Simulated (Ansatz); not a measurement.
Calculated with Ansatz (gas phase, PBE0-D4/def2-TZVP geometries, no zero-point term in ΔE). CCSD(T)/CBS adds triple-zeta CCSD(T) − MP2 to the extrapolated MP2 energy (def2 sets, frozen cores). This one scheme is used for every species. Functionals use def2-TZVPP. B3LYP here is the variant with VWN-RPA as its local correlation; programs differ in this. For Ge outer-core shells are correlated without core-valence functions, which leaves a few kJ/mol of doubt a bond. Scalar relativity is left out up to krypton. Each species was taken in one conformer, which may not be the lowest.

Reaction (cleavage of the Ge–Si bond): `[GeH3][SiH2][GeH3]` + `N[SiH](O)F` → `O[SiH](F)[NH][GeH3]` + `[SiH3][GeH3]`

```tsv
level	ΔE (kJ/mol)
B3LYP-D4	15.7
PBE0	26.3
```

What does CCSD(T)/CBS give? (Best estimate.)

The calculation gave: +15.3 kJ/mol. The listed levels differ from it by 0.4, 11.0 kJ/mol.

What do rigid-rotor, harmonic-oscillator terms from PBE0-D4/def2-TZVP frequencies (298.15 K, 1 bar) make of the CCSD(T)/CBS value? (An estimate is asked.)

Ansatz gave: ΔZPE = -6.4 kJ/mol, ΔH = +8.6 kJ/mol, ΔS = 2 J/(mol·K), ΔG = +8.0 kJ/mol. Modes under 50 cm⁻¹ make the entropy rough.

Largest T1 diagnostic among the species: 0.012.

Leaving LDA and LC-ωPBE aside and taking each functional with its dispersion term where it has one, the values, not all of them listed here, spread over 17.9 kJ/mol, from BHLYP-D4 to PBE-D4. In def2-TZVPP, CCSD(T) changes the Hartree–Fock value by +12.5 kJ/mol (the triples alone add +1.0 kJ/mol) and MP2 by +10.6 kJ/mol. At CCSD(T), def2-SVP lies −13.9 kJ/mol from the extrapolated value and def2-TZVPP −4.3 kJ/mol.
